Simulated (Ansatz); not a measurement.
Relaxation of AlFH6O2Si (11 atoms, charge 0, multiplicity 1), to a largest force component of 0.03 eV/Å in at most 50 steps.

These are results of RKS B3LYP-D4/cc-pVDZ (Ansatz), not measurements.

```xyz
11
Properties=species:S:1:pos:R:3:forces:R:3
Al -0.096 -0.399 -0.425 -0.08 0.41 0.07
H -0.468 -0.658 1.076 -0.03 -0.25 0.11
O 1.436 -0.671 -1.152 0.04 -0.08 0.01
H 2.157 -1.086 -0.664 0.05 0.04 0.00
F -1.354 0.065 -1.448 0.00 0.01 -0.02
O -0.108 1.925 1.415 -0.18 -0.83 0.03
Si 0.854 2.815 2.508 -0.06 -0.08 -0.08
H 1.706 1.892 3.328 -0.01 0.03 -0.01
H 1.708 3.701 1.664 -0.03 -0.02 0.02
H 0.000 3.636 3.422 0.02 -0.01 -0.01
H -0.492 1.080 1.755 0.28 0.78 -0.12
```

Problem. Where does it end, and by what steps?

Solution. The run converged. After 17 steps the energy has fallen by 1.067 eV; O3 moved furthest, 1.87 Å. Joined: Al1–O6 (2.96 → 1.92 Å).

| step | energy less start (eV) | largest force component (eV/Å) | accepted |
| --- | --- | --- | --- |
| 0 | 0.0000 | 0.829 | yes |
| 1 | -0.0996 | 0.805 | yes |
| 2 | -0.2435 | 1.311 | yes |
| 3 | -0.4012 | 1.173 | yes |
| 4 | -0.5102 | 0.780 | yes |
| 5 | -0.6479 | 0.469 | yes |
| 6 | -0.7410 | 0.320 | yes |
| 7 | -0.8158 | 0.485 | yes |
| 8 | -0.8800 | 0.428 | yes |
| 9 | -0.9307 | 0.420 | yes |
| 10 | -0.9771 | 0.673 | yes |
| 11 | -1.0121 | 0.649 | yes |
| 12 | -1.0219 | 0.830 | yes |
| 13 | -1.0581 | 0.218 | yes |
| 14 | -1.0631 | 0.204 | yes |
| 15 | -1.0637 | 0.165 | yes |
| 16 | -1.0634 | 0.119 | no |
| 17 | -1.0667 | 0.019 | yes |

```xyz
11
Properties=species:S:1:pos:R:3
Al -0.224 -0.034 0.123
H -0.505 -1.511 0.597
O 1.450 0.611 0.213
H 2.250 0.073 0.229
F -1.156 0.562 -1.169
O -0.444 1.274 1.518
Si 1.088 2.161 1.844
H 2.118 1.365 2.561
H 1.536 3.084 0.774
H 0.477 3.050 2.904
H -1.249 1.665 1.886
```

Whether the end is a true minimum wasn't checked by a vibrational analysis.

Time of the run: 35 s on 2 threads of Intel(R) Xeon(R) 6975P-C (Granite Rapids), with other jobs on the host, peak memory 0.25 GiB.
